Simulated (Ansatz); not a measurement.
`[AlH2][Se][SiH3]` + `N=C[SeH]` → `[AlH2]/[N]=C\[SeH]` + `[SiH3][SeH]` at 700 K and 1 bar (ligand exchange at the Al–Se bond).

Isolated molecules relaxed with PBE0-D4/def2-TZVP in Ansatz; ΔE leaves out vibrations. CCSD(T)/CBS is the MP2 limit (def2-TZVPP, def2-QZVPP) plus CCSD(T) − MP2 in def2-TZVPP, frozen cores. For Se outer-core shells are correlated without core-valence functions, which leaves a few kJ/mol of doubt a bond. Scalar relativity is left out up to krypton. Each species was taken in one conformer, which may not be the lowest.

```csv
species,CCSD(T)/CBS energy (Eh),H − E (kJ/mol),S (J/(mol·K))
`[AlH2][Se][SiH3]`,-2934.85173,173.5,446.1
`N=C[SeH]`,-2495.22891,146.3,346.3
`[AlH2]/[N]=C\[SeH]`,-2737.86550,178.3,441.6
`[SiH3][SeH]`,-2692.20088,133.3,356.0
```

H − E and S are ideal-gas, rigid-rotor, harmonic terms from PBE0-D4/def2-TZVP, for one conformer and one mirror image of each species. 1 Eh = 2625.50 kJ/mol, R = 8.31446 J/(mol·K).

Question: By hand: ΔE, ΔH, ΔS and ΔG.

Answer: ΔE = (-2737.86550) + (-2692.20088) − (-2934.85173) − (-2495.22891) = 0.01426 Eh = 37.4 kJ/mol. Δ(H − E) = 178.3 + 133.3 − 173.5 − 146.3 = -8.2, so ΔH = 29.2 kJ/mol. ΔS = 441.6 + 356.0 − 446.1 − 346.3 = 5.2 J/(mol·K). ΔG = 29.2 − 700 × (5.2)/1000 = 25.6 kJ/mol.

Question: By hand: the equilibrium constant, and the temperature at which ΔG would vanish if ΔH and ΔS stayed fixed.

Answer: log₁₀ K = −ΔG/(RT ln 10) = -1.9. ΔG = 0 at ΔH/ΔS = 5615 K, far beyond where these terms or the molecules hold.

The number of gas molecules stays the same, so ΔS is small and ΔH decides. A doubt of 5 kJ/mol in ΔE shifts log₁₀ K by 0.4 here. Other conformers and mirror images would add mixing entropy, several J/(mol·K) or more a flexible species. These are equilibria of isolated gas molecules and say nothing of rates. Largest T1 diagnostic: 0.013 (customary marks: 0.02 for closed shells, 0.045 for open ones).
